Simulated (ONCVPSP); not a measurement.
## Before and after: ONCV potential for Cu

ONCVPSP 4.0.1 input, shortened (lines: element, Z, core and valence counts, functional; n l f; lmax; l rc ep ncon nbas qcut; lloc lpopt rc5 dvloc0; l nproj debl; icmod fcfact rcfact), PBE, scalar-relativistic:

```
  Cu 29.00    3    4        4      upf
    1    0    2.00
    2    0    2.00
    2    1    6.00
    3    0    2.00
    3    1    6.00
    3    2   10.00
    4    0    0.50
    2
    0    1.25    0.00    4    9   10.00
    1    1.10    0.00    4    8   15.40
    2    0.75    0.00    4    9   12.40
    4    5    0.70    6.00
    0    2    3.40
    1    2    0.80
    2    2    1.10
    0    0.00    0.00
```

In the p channel the program set the typed energies aside and used -2.802, 0.250 Ha.

All-electron outer shells of the reference configuration (PBE, scalar-relativistic, ld1.x):

```json
{"shell": "2p", "level (eV)": "-920.96", "outermost node (bohr)": "–", "outermost maximum (bohr)": "0.16"}
{"shell": "3s", "level (eV)": "-118.78", "outermost node (bohr)": "0.29", "outermost maximum (bohr)": "0.61"}
{"shell": "3p", "level (eV)": "-76.24", "outermost node (bohr)": "0.26", "outermost maximum (bohr)": "0.62"}
{"shell": "3d", "level (eV)": "-9.13", "outermost node (bohr)": "–", "outermost maximum (bohr)": "0.60"}
{"shell": "4s", "level (eV)": "-8.10", "outermost node (bohr)": "0.89", "outermost maximum (bohr)": "2.19"}
```

Change: s: rc 1.7.

Cutoffs: the cutoffs (Ha) at which the residual kinetic energy of the hardest occupied pseudo-wave falls to 1 and 0.1 mHa per electron; they do not see the model core or the augmentation charge, which bear on the density cutoff. Errors are all-electron minus pseudo energies relative to the spin-unpolarised reference configuration.

**Question.** Predict the effect on cutoff, ghosts and configuration errors.

**Answer.** The potential gets neither clearly harder nor softer (518 Ha and 597 Ha → 518 Ha and 597 Ha); the d channel sets the loose cutoff, while the largest relative change is in s, which becomes softer; the errors of the 3 common tests hardly move; neither file shows a bound ghost.

| quantity | base | changed |
| --- | --- | --- |
| cutoff, loose | 518 Ha | 518 Ha |
| cutoff, tight | 597 Ha | 597 Ha |
| loose cutoff by channel | s 32 Ha, p 49 Ha, d 518 Ha | s 19 Ha, p 49 Ha, d 518 Ha |
| bound ghosts | none | none |
| GHOST(+) flags under 300 eV | none | none |
| tests with a reliable result | 3 of 4 | 3 of 4 |
| error for 3s2 3p6 3d10 4s0, meV [ΔE 4.99 eV] | +0.1 | 0.0 |
| error for 3s2 3p6 3d9 4s0, meV [ΔE 26.32 eV] | 0.0 | 0.0 |
| error for 3s2 3p6 3d10 4s0 4p1, meV [ΔE 0.97 eV] | -0.3 | -0.4 |
| p: phases at 1.12 bohr within 0.05 rad from the reference energy up to (Ha; the scan ends near 5) | to the end of the scan | to the end of the scan |
| d: phases at 0.76 bohr within 0.05 rad from the reference energy up to (Ha; the scan ends near 5) | to the end of the scan | to the end of the scan |
